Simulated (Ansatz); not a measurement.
`CBP` + HI → `CBI` + PH₃ at 700 K and 1 bar (cleavage of the B–P bond).

Isolated molecules relaxed with PBE0-D4/def2-TZVP in Ansatz; ΔE leaves out vibrations. CCSD(T)/CBS adds triple-zeta CCSD(T) − MP2 to the extrapolated MP2 energy (def2 sets, frozen cores). This one scheme is used for every species. def2 core potentials past Kr. For I outer-core shells are correlated without core-valence functions, which leaves a few kJ/mol of doubt a bond. One conformer a species, not always the lowest.

```csv
species,CCSD(T)/CBS energy (Eh),H − E (kJ/mol),S (J/(mol·K))
`CBP`,-407.38441,235.4,389.6
HI,-298.03592,34.6,231.7
`CBI`,-362.71826,178.2,380.3
PH₃,-342.72256,91.5,248.3
```

H − E and S are ideal-gas, rigid-rotor, harmonic terms from PBE0-D4/def2-TZVP, for one conformer and one mirror image of each species. 1 Eh = 2625.50 kJ/mol, R = 8.31446 J/(mol·K).

By hand: ΔE, ΔH, ΔS and ΔG.

ΔE = (-362.71826) + (-342.72256) − (-407.38441) − (-298.03592) = -0.02049 Eh = -53.8 kJ/mol. Δ(H − E) = 178.2 + 91.5 − 235.4 − 34.6 = -0.3, so ΔH = -54.1 kJ/mol. ΔS = 380.3 + 248.3 − 389.6 − 231.7 = 7.3 J/(mol·K). ΔG = -54.1 − 700 × (7.3)/1000 = -59.2 kJ/mol.

By hand: the equilibrium constant, and the temperature at which ΔG would vanish if ΔH and ΔS stayed fixed.

log₁₀ K = −ΔG/(RT ln 10) = 4.4. ΔH and −TΔS have one sign here, so there is no such temperature.

The number of gas molecules stays the same, so ΔS is small and ΔH decides. A doubt of 5 kJ/mol in ΔE shifts log₁₀ K by 0.4 here. Other conformers and mirror images would add mixing entropy, several J/(mol·K) or more a flexible species. Modes under 60 cm⁻¹, often nearly free rotors, make the harmonic entropy too high. These are equilibria of isolated gas molecules and say nothing of rates. Largest T1 diagnostic: 0.015 (customary marks: 0.02 for closed shells, 0.045 for open ones).

ΔS is within the doubt of such terms, so its sign, and with it that verdict, could turn.
